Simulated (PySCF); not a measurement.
Ru (ruthenium, neutral) across methods

[Kr] 4d8, high-spin 3F determinant (an excited configuration). Computed with PySCF 2.14 in aug-cc-pVDZ-PP with ECP28MDF (5s5p4d2f, 54 functions), with a scalar-relativistic core potential.

```
   method  E (hartree)  mean ε 4p β (eV)  mean ε 4d α (eV)  mean ε 4d β (eV)  Σ⟨r²⟩ (bohr²)   ⟨S²⟩
BHandHLYP     -94.3430           -48.809            -6.044            -4.883          44.45  2.006
     BP86     -94.5376           -43.422            -3.768            -2.871          46.02  2.003
      LDA     -94.2460           -43.389            -3.861            -2.848          46.23  2.004
   r2SCAN     -94.4637           -44.162            -3.660            -2.618          45.30  2.005
     PBE0     -94.4325           -45.991            -4.850            -3.759          44.98  2.004
      UHF    -93.72862           -53.574            -8.106            -6.404          43.47  2.009
    B97-3     -94.4574           -46.261            -4.846            -3.831          44.96  2.005
      PBE     -94.4578           -43.235            -3.637            -2.688          46.14  2.003
     PW91     -94.5069           -43.287            -3.677            -2.738          46.08  2.003
```

Energies and moments cover only the electrons outside the core potential.
